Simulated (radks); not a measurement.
Tb, 65 electrons, occupied as [Xe] 4f9 6s2 (the NIST ground configuration).

All-electron calculation, Dirac Kohn-Sham, LB94 model potential, spin-unpolarised, spherical densities, finite nucleus; open shells fill j = l - 1/2 first; Fermi nuclear charge, rms radius 5.06 fm. Program: a radial shooting solver on a logarithmic mesh with Libxc functionals.

Energy parts (hartree):
part                   energy
kinetic            12852.0354
electron-nucleus  -28903.4295
Hartree             4591.4064
(The LB94 potential has no energy functional, so no total or exchange-correlation energy is given.)

Orbitals (lengths in bohr, moments of r in powers of bohr):
orbital  occ.  eigenvalue (hartree)      <r>
1s1/2       2             -1910.757  0.02148
2s1/2       2             -317.2241  0.09079
2p1/2       2             -301.7848  0.07570
2p3/2       4             -274.1025  0.08265
3s1/2       2             -70.70859   0.2386
3p1/2       2             -63.91095   0.2281
3p3/2       4             -58.21214   0.2413
3d3/2       4             -46.42281   0.2135
3d5/2       6             -45.17465   0.2176
4s1/2       2             -14.03544   0.5424
4p1/2       2             -11.38370   0.5534
4p3/2       4             -10.12362   0.5842
4d3/2       4              -5.74072   0.6184
4d5/2       6              -5.51205   0.6294
4f5/2       6              -0.34684   0.8695
4f7/2       3              -0.31670   0.8867
5s1/2       2              -1.93041    1.322
5p1/2       2              -1.21021    1.492
5p3/2       4              -1.04321    1.598
6s1/2       2              -0.24546    3.863

The highest occupied level is 6s1/2 at -6.679 eV. Summed over all electrons, <r^2> = 72.63 bohr^2, which gives a Langevin (diamagnetic) susceptibility term of -57.5 x 10^-6 cm^3/mol. For comparison, the ionisation energy in NIST's Atomic Spectra Database is 5.864 eV (measured). In exact Kohn-Sham theory the highest level is minus the ionisation energy, but local and semilocal functionals leave it too shallow, through self-interaction and a potential that decays too fast; potentials with the right tail come closer.

Beside tabulated values, note that spin-unpolarised runs miss the spin-polarisation part of the exchange energy of open shells.
